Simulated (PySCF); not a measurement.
# Electron correlation in Pt²⁺ (platinum, charge +2)

[Xe] 4f14 5d7 6p1, one real determinant (an excited configuration). All numbers are calculated (PySCF 2.14, a scalar-relativistic core potential, in aug-cc-pwCVDZ-PP with ECP60MDF (6s6p5d3f, 70 functions)). Frozen: 5s2 5p6; 8 electrons correlated.

```csv
level,correlation energy (mhartree)
CCSD,-159.50
(T),-3.57
CCSD(T),-163.07
```

Diagnostics: T1 = 0.0093, D1 = 0.0260, largest double amplitude 0.065.

The real determinant used has ⟨L²⟩ near 14 against 20 for a pure G term, so it mixes terms. Spin-orbit coupling, absent here, splits the open shell strongly.

Cost of the coupled-cluster step: of the order of 21 core-seconds, for 8 correlated electrons.

Iterations:

```
CC2 = 0
CCSD nocc = (np.int64(6), np.int64(2)), nmo = (66, 66)
frozen orbitals [[0, 1, 2, 3], [0, 1, 2, 3]]
max_cycle = 100
direct = 0
conv_tol = 1e-08
conv_tol_normt = 1e-06
diis_space = 8
diis_start_cycle = 0
Init t2, MP2 energy = -0.153061022458468
Init E_corr(UCCSD) = -0.153061022461765
cycle = 1  E_corr(UCCSD) = -0.156124910362217  dE = -0.0030638879  norm(t1,t2) = 0.0328624
cycle = 2  E_corr(UCCSD) = -0.157490290200707  dE = -0.00136537984  norm(t1,t2) = 0.0185808
cycle = 3  E_corr(UCCSD) = -0.159087989300225  dE = -0.0015976991  norm(t1,t2) = 0.0127189
cycle = 4  E_corr(UCCSD) = -0.159275380387334  dE = -0.000187391087  norm(t1,t2) = 0.00563472
cycle = 5  E_corr(UCCSD) = -0.159427215897368  dE = -0.00015183551  norm(t1,t2) = 0.00321138
cycle = 6  E_corr(UCCSD) = -0.159451597846568  dE = -2.43819492e-05  norm(t1,t2) = 0.00212821
cycle = 7  E_corr(UCCSD) = -0.159478634519534  dE = -2.7036673e-05  norm(t1,t2) = 0.00136193
cycle = 8  E_corr(UCCSD) = -0.159496010444061  dE = -1.73759245e-05  norm(t1,t2) = 0.000933665
cycle = 9  E_corr(UCCSD) = -0.159494886920445  dE = 1.12352362e-06  norm(t1,t2) = 0.000557013
cycle = 10  E_corr(UCCSD) = -0.159500930319562  dE = -6.04339912e-06  norm(t1,t2) = 0.000326708
cycle = 11  E_corr(UCCSD) = -0.159505793092197  dE = -4.86277264e-06  norm(t1,t2) = 0.000183604
cycle = 12  E_corr(UCCSD) = -0.159504924153727  dE = 8.6893847e-07  norm(t1,t2) = 0.00011283
cycle = 13  E_corr(UCCSD) = -0.159503611767369  dE = 1.31238636e-06  norm(t1,t2) = 7.99478e-05
cycle = 14  E_corr(UCCSD) = -0.159504041094948  dE = -4.29327579e-07  norm(t1,t2) = 5.44681e-05
cycle = 15  E_corr(UCCSD) = -0.159504705706348  dE = -6.646114e-07  norm(t1,t2) = 2.82459e-05
cycle = 16  E_corr(UCCSD) = -0.159504829555677  dE = -1.23849329e-07  norm(t1,t2) = 1.67402e-05
cycle = 17  E_corr(UCCSD) = -0.159504798012173  dE = 3.1543504e-08  norm(t1,t2) = 1.08725e-05
cycle = 18  E_corr(UCCSD) = -0.159504923881417  dE = -1.25869245e-07  norm(t1,t2) = 7.41783e-06
cycle = 19  E_corr(UCCSD) = -0.159505035733308  dE = -1.1185189e-07  norm(t1,t2) = 4.80676e-06
cycle = 20  E_corr(UCCSD) = -0.159505052000356  dE = -1.62670488e-08  norm(t1,t2) = 3.03108e-06
cycle = 21  E_corr(UCCSD) = -0.159505026136799  dE = 2.58635572e-08  norm(t1,t2) = 1.922e-06
cycle = 22  E_corr(UCCSD) = -0.15950500350431  dE = 2.26324888e-08  norm(t1,t2) = 1.43201e-06
cycle = 23  E_corr(UCCSD) = -0.159504989749266  dE = 1.37550445e-08  norm(t1,t2) = 1.05542e-06
cycle = 24  E_corr(UCCSD) = -0.159504973326298  dE = 1.64229674e-08  norm(t1,t2) = 7.68362e-07
cycle = 25  E_corr(UCCSD) = -0.159504964136172  dE = 9.19012622e-09  norm(t1,t2) = 5.12348e-07
UCCSD converged
E(UCCSD) = -117.392196370289  E_corr = -0.1595049641361723
UCCSD(T) correction = -0.00356946895985303
```

The reference is one real determinant that mixes LS terms of this configuration.
